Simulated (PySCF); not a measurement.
# Ionisation energy of Ti²⁺ by level of theory

Ti²⁺ [Ar] 3d2 (3F) → Ti³⁺ [Ar] 3d1 (2D), as a difference of total energies. Calculation: PySCF 2.14, in aug-cc-pVDZ-DK (7s6p4d2f, 59 functions); the spin-free X2C one-electron Hamiltonian (Gaussian nucleus). Correlated levels: valence: [Ar] frozen. The calculations carry no spin-orbit coupling.

| method | ionisation energy (eV) | difference from reference (eV) |
| --- | --- | --- |
| UHF | 26.910 | -0.582 |
| MP2 (valence) | 26.986 | -0.506 |
| SCS-MP2 (valence) | 26.935 | -0.557 |
| CCSD (valence) | 27.011 | -0.481 |

Reference: 27.492 eV (measured; NIST Atomic Spectra Database, ionization energies).

The reference lies between the lowest fine-structure levels, while these numbers refer to the centres of the terms.

Errors of the correlated levels include the incompleteness of this basis and the frozen core.

With two correlated electrons CCSD is exact in that space.
